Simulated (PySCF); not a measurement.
Sn(OMe)4, C4H12O4Sn.
Cartesian coordinates in Å at the PBE0-D3(BJ)/def2-SVP level; atoms count from 1:
```xyz
21
C4H12O4Sn angstrom
Sn    -0.0109   -0.0031   -0.0230
O      0.2086   -0.0626    1.9304
C      1.1258   -0.9448    2.5290
H      0.7634   -1.9897    2.5290
H      1.2581   -0.6377    3.5795
H      2.1179   -0.9291    2.0434
O      1.7899   -0.2537   -0.7705
C      1.9780   -0.5130   -2.1399
H      1.3318   -1.3268   -2.5152
H      3.0268   -0.8187   -2.2875
H      1.7991    0.3814   -2.7653
O     -0.9148    1.7007   -0.4061
C     -0.6177    2.8629    0.3289
H     -0.5546    2.6804    1.4164
H     -1.4252    3.5925    0.1535
H      0.3315    3.3289    0.0055
O     -1.1227   -1.4025   -0.8433
C     -2.5210   -1.3994   -0.6951
H     -2.8360   -1.6845    0.3260
H     -2.9386   -2.1441   -1.3925
H     -2.9759   -0.4211   -0.9329
```

Theory: TDDFT wB97X-D/def2-SVPD, vertical, gas phase, core orbitals frozen in the response, def2 core potentials past Kr in PySCF 2.14.0, density-fitted response routines. Spin–orbit coupling is left out.

Transition dipole moments from the ground state, in atomic units and in the frame of the coordinates above (overall signs are arbitrary), for the states with f of 0.002 or more among the lowest 10:

| state | E (eV) | μx | μy | μz |
| --- | --- | --- | --- | --- |
| S2 | 5.261 | -0.080 | 0.218 | 0.289 |
| S3 | 5.271 | 0.350 | -0.086 | 0.150 |
| S4 | 5.449 | -0.302 | -0.527 | 0.346 |
| S5 | 6.116 | 0.600 | -0.032 | 0.485 |
| S6 | 6.124 | -0.337 | 0.538 | 0.457 |
| S7 | 6.305 | 0.187 | 0.236 | -0.123 |
| S9 | 8.002 | 0.147 | -0.055 | -0.044 |
| S10 | 8.006 | 0.051 | 0.058 | 0.142 |

Question: What oscillator strength does each state have?

Answer: f = (2/3) ΔE |μ|² with ΔE in hartree (27.2114 eV).

```csv
state,|μ|² (au),|μ| (D),f
S2,0.138,0.94,0.018
S3,0.152,0.99,0.020
S4,0.489,1.78,0.065
S5,0.596,1.96,0.089
S6,0.612,1.99,0.092
S7,0.106,0.83,0.016
S9,0.027,0.41,0.005
S10,0.026,0.41,0.005
```

Question: What angle do the transition dipoles of S4 and S7 make?

Answer: |cos θ| = |μa·μb| / (|μa| |μb|) = 0.98, so θ ≈ 11° (taken between 0 and 90°, since the signs are arbitrary).

Question: What peak molar absorption coefficient would the strongest computed level give as a lone Gaussian band 0.3 eV wide at half height?

Answer: ε(max) = 2.175×10⁸ f / FWHM, with the width in cm⁻¹. S5/S6 (f summed): 2.175×10⁸ × 0.1811 / 2420 ≈ 16000 L mol⁻¹ cm⁻¹.

S2/S3, S5/S6 and S9/S10 coincide within about 0.01 eV; within a degenerate level the directions of the single components are arbitrary.

One conformer stands for the species.
